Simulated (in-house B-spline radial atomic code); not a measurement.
# CAM-B3LYP excitations of the neon ion Ne⁸⁺

Method: CAM-B3LYP. Computed with an all-electron radial atomic-structure program (B-spline basis): linear response of the closed shell 1s2 with the functional's adiabatic kernel; non-relativistic, point nucleus, no spin-orbit coupling, no double excitations, S, P, D and F terms only.

Command:
```bash
python run_td.py task.json out
```
Settings (radii: box in bohr, nucleus in fm):
```
Z                        10
electrons                2
configuration            1s2
hamiltonian              nr
method                   camb3lyp
box_radius               11.59
intervals                47
```

Time taken, with all properties: 0.2 s on 1 thread of Arm Neoverse N1 (shared host).

The lowest states, in the order of their Tamm-Dancoff energies; the method's threshold (minus the highest occupied level) is 1149.41 eV. Labels give the largest channel, * marks a mixed state, and oscillator strengths are full-response dipole values. Semilocal kernels can invert the small singlet-triplet splittings of Rydberg terms. Energies in eV:

| state | full response | Tamm-Dancoff | oscillator strength |
| --- | --- | --- | --- |
| 1s → 2s 3S | ? | ? | - |
| 1s → 2p 3P | 889.67 | 889.72 | - |
| 1s → 2s 1S | 892.89 | 893.03 | - |
| 1s → 2p 1P | 902.41 | 902.46 | 0.663 |
| 1s → 3s 3S | 1035.00 | 1035.01 | - |
| 1s → 3d 3D | ? | ? | - |
| 1s → 3s 1S | 1038.24 | 1038.27 | - |
| 1s → 3p 3P | 1038.44 | 1038.45 | - |
| 1s → 3d 1D | 1040.19 | 1040.20 | - |
| 1s → 3p 1P | 1040.84 | 1040.85 | 0.142 |

Where does 1s → 2s 3S lie?

At 876.99 eV in full response, 877.03 eV in Tamm-Dancoff.

Where does 1s → 3d 3D lie?

At 1037.98 eV in full response, 1037.98 eV in Tamm-Dancoff.

How large is the singlet-triplet splitting of 1s → 2s (S terms) in Tamm-Dancoff?

16 eV, from the unrounded values.

What polarisabilities and dispersion coefficient does the method give?

Dipole 0.00106 bohr³, quadrupole 4.121e-05 bohr⁵, C6 3.286e-05 hartree·bohr⁶ for two such species.
